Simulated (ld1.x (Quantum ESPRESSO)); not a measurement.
An all-electron radial function and its pseudo partner (vanadium (V))

Columns: radius, all-electron u(r) and pseudo u(r) of the 3d shell (level -5.16 eV) of vanadium in the configuration [Ar] 3d3 4s2 4p0; PBE, scalar-relativistic, ultrasoft scheme, ld1.x (Quantum ESPRESSO) 7.5.

| r (bohr) | all-electron | pseudo |
| --- | --- | --- |
| 0.188 | 0.1540 | 0.0096 |
| 0.375 | 0.4638 | 0.0690 |
| 0.562 | 0.6879 | 0.1977 |
| 0.750 | 0.7949 | 0.3737 |
| 0.938 | 0.8128 | 0.5437 |
| 1.125 | 0.7804 | 0.6558 |
| 1.312 | 0.7245 | 0.6884 |
| 1.500 | 0.6599 | 0.6561 |
| 1.688 | 0.5948 | 0.5949 |
| 1.875 | 0.5335 | 0.5335 |
| 2.062 | 0.4773 | 0.4773 |
| 2.250 | 0.4263 | 0.4263 |
| 2.438 | 0.3808 | 0.3808 |
| 2.625 | 0.3403 | 0.3403 |
| 2.812 | 0.3041 | 0.3041 |
| 3.000 | 0.2715 | 0.2715 |
| 3.188 | 0.2423 | 0.2423 |
| 3.375 | 0.2162 | 0.2162 |
| 3.562 | 0.1928 | 0.1928 |
| 3.750 | 0.1717 | 0.1717 |
| 3.938 | 0.1529 | 0.1529 |
| 4.125 | 0.1361 | 0.1361 |
| 4.312 | 0.1211 | 0.1211 |
| 4.500 | 0.1077 | 0.1077 |
| 4.688 | 0.0957 | 0.0957 |
| 4.875 | 0.0851 | 0.0851 |

**Question.** How many radial nodes do the two functions have?

**Answer.** The all-electron 3d function has n − l − 1 = 0; the pseudo-wave has 0.

**Question.** At about which radius was the pseudo-wave matched?

**Answer.** 1.80 bohr, where the columns begin to agree (steps of 0.19 bohr).

**Question.** Is the pseudo-wave norm-conserving?

**Answer.** No, it belongs to an ultrasoft set: the norm inside the radius is not constrained, and the difference is carried by the augmentation charge.
